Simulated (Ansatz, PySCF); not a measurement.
Breaking a bond: LiBr, singlet.

Computed with: RMP2/6-31G* = restricted MP2 (frozen core)/6-31G*, spherical d run with PySCF; UKS-B3LYP/LANL2DZ = unrestricted B3LYP/LANL2DZ, with its core potentials past Ne in PySCF; UKS-B3LYP/3-21G = PySCF with unrestricted B3LYP/3-21G; UCCSD(T) = CCSD(T) on UHF/aug-cc-pVQZ, cores with 3d frozen (Ansatz, a first-principles code).

Energies relative to the lowest point of each curve near equilibrium, in kJ/mol; the last columns give the difference from UCCSD(T):

```csv
R / Å,RMP2/6-31G*,UKS-B3LYP/LANL2DZ,UKS-B3LYP/3-21G,UCCSD(T),RMP2/6-31G* − UCCSD(T),UKS-B3LYP/LANL2DZ − UCCSD(T),UKS-B3LYP/3-21G − UCCSD(T)
1.75,137.2,167.6,151.7,131.4,5.8,36.2,20.3
1.84,78.1,100.4,87.0,73.8,4.4,26.7,13.3
1.96,30.6,44.2,34.3,27.7,2.9,16.5,6.6
2.07,8.5,15.9,9.6,7.0,1.5,8.9,2.6
2.11,4.2,9.6,4.8,3.1,1.1,6.5,1.7
2.17,0.7,3.4,0.8,0.2,0.4,3.2,0.6
2.22,0.0,0.8,0.0,0.0,0.0,0.8,0.0
2.28,1.4,0.0,1.5,1.8,-0.4,-1.8,-0.4
2.40,9.9,4.7,10.5,10.8,-0.8,-6.1,-0.2
2.47,17.5,10.3,18.6,18.3,-0.8,-8.1,0.3
2.67,45.3,33.4,48.1,45.3,0.0,-11.9,2.8
2.95,90.9,74.3,96.1,88.5,2.4,-14.2,7.6
3.23,136.5,116.3,143.6,131.2,5.3,-14.9,12.4
3.62,193.9,169.6,202.5,184.8,9.2,-15.1,17.7
3.92,232.0,204.7,240.1,220.4,11.7,-15.6,19.7
4.34,277.1,244.3,280.1,262.5,14.6,-18.2,17.6
4.74,312.2,269.1,303.7,295.4,16.8,-26.3,8.3
5.33,353.7,291.7,325.2,—,—,—,—
5.75,377.5,302.1,335.3,—,—,—,—
6.55,412.9,314.7,347.5,—,—,—,—
7.47,441.0,322.9,355.2,—,—,—,—
8.73,461.7,329.0,360.6,—,—,—,—
```

RMP2/6-31G* is furthest from UCCSD(T) at 4.74 (16.8 kJ/mol, above); its mean absolute difference over the points is 4.6 kJ/mol.

UKS-B3LYP/LANL2DZ is furthest from UCCSD(T) at 1.75 (36.2 kJ/mol, above); its mean absolute difference over the points is 13.6 kJ/mol.

UKS-B3LYP/3-21G is furthest from UCCSD(T) at 1.75 (20.3 kJ/mol, above); its mean absolute difference over the points is 7.8 kJ/mol.

A dash means that the run gave no value there, or that the column was ended at a point which the program doubted or which failed a test of continuity chosen for this set; such a test can also cut sound points.

The restricted form behind RMP2/6-31G* keeps the bonding electrons paired and can't separate into open-shell fragments. The unrestricted determinant behind UKS-B3LYP/LANL2DZ is spin-contaminated at 4.34 to 8.73 Å (<S²> up to 0.6, against 0.00 for a pure singlet). The unrestricted determinant behind UKS-B3LYP/3-21G is spin-contaminated at 4.34 to 8.73 Å (<S²> up to 0.7, against 0.00 for a pure singlet). The unrestricted determinant behind UCCSD(T) is spin-contaminated at 5.33 to 8.73 Å (<S²> up to 1.0, against 0.00 for a pure singlet).
